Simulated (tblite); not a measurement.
CH2F4Si.
Bonds: F1–Si2, Si2–C3, C3–F4, C3–F5, C3–F6. Hydrogens: H7, H8 on Si2.

Computed with GFN2-xTB (tblite), gas phase: L-BFGS steps from a force-field or distance-geometry start until the largest atomic force falls under 0.01 eV/Å.

At the end of the run (lengths in Å): F1–Si2 1.598, Si2–C3 1.948, Si2–H8 1.448, C3–F4 1.346, C3–F5 1.346, C3–F6 1.350, Si2–H7 1.448, Si2–C3–F4 113.1°, F4–C3–F5 106.4°, Si2–C3–F6 111.9°, F1–Si2–C3 104.2°, F1–Si2–C3–F4 -60°, H7–Si2–C3–F4 -175°.

**Question.** These geometries were met on the way; a selection of coordinates is given. Order them by energy above the end point, lowest first.
A. F1–Si2 1.603, Si2–C3 1.937, Si2–H8 1.451, C3–F4 1.349, C3–F5 1.343, C3–F6 1.348, Si2–H7 1.446, Si2–C3–F4 110.5°, F4–C3–F5 105.6°, Si2–C3–F6 113.2°, F1–Si2–C3 102.2°, F1–Si2–C3–F4 -76°, H7–Si2–C3–F4 166°
B. F1–Si2 1.635, Si2–C3 1.922, Si2–H8 1.474, C3–F4 1.363, C3–F5 1.348, C3–F6 1.352, Si2–H7 1.453, Si2–C3–F4 104.9°, F4–C3–F5 110.1°, Si2–C3–F6 112.9°, F1–Si2–C3 105.7°, F1–Si2–C3–F4 -74°, H7–Si2–C3–F4 162°
C. F1–Si2 1.584, Si2–C3 1.944, Si2–H8 1.449, C3–F4 1.349, C3–F5 1.338, C3–F6 1.346, Si2–H7 1.450, Si2–C3–F4 106.0°, F4–C3–F5 109.1°, Si2–C3–F6 113.8°, F1–Si2–C3 104.7°, F1–Si2–C3–F4 -75°, H7–Si2–C3–F4 163°
D. F1–Si2 1.693, Si2–C3 1.863, Si2–H8 1.496, C3–F4 1.388, C3–F5 1.378, C3–F6 1.373, Si2–H7 1.455, Si2–C3–F4 105.5°, F4–C3–F5 109.6°, Si2–C3–F6 113.2°, F1–Si2–C3 106.7°, F1–Si2–C3–F4 -74°, H7–Si2–C3–F4 163°
E. F1–Si2 1.596, Si2–C3 1.934, Si2–H8 1.436, C3–F4 1.351, C3–F5 1.344, C3–F6 1.348, Si2–H7 1.435, Si2–C3–F4 108.7°, F4–C3–F5 106.7°, Si2–C3–F6 114.3°, F1–Si2–C3 103.0°, F1–Si2–C3–F4 -75°, H7–Si2–C3–F4 164°

**Answer.** A (0.024 eV), E (0.045 eV), C (0.089 eV), B (0.176 eV), D (0.407 eV).

```json
{"step": "6", "E above end (eV)": "0.024", "rms distance from the end, all atoms (Å)": "0.169", "largest force (eV/Å)": "0.394", "rms shift of all bonds from the end (Å)": "0.005"}
{"step": "4", "E above end (eV)": "0.045", "rms distance from the end, all atoms (Å)": "0.175", "largest force (eV/Å)": "0.383", "rms shift of all bonds from the end (Å)": "0.009"}
{"step": "2", "E above end (eV)": "0.089", "rms distance from the end, all atoms (Å)": "0.181", "largest force (eV/Å)": "0.908", "rms shift of all bonds from the end (Å)": "0.007"}
{"step": "1", "E above end (eV)": "0.176", "rms distance from the end, all atoms (Å)": "0.186", "largest force (eV/Å)": "1.237", "rms shift of all bonds from the end (Å)": "0.021"}
{"step": "0", "E above end (eV)": "0.407", "rms distance from the end, all atoms (Å)": "0.193", "largest force (eV/Å)": "3.027", "rms shift of all bonds from the end (Å)": "0.056"}
```

Rows stand in the order of the answer.
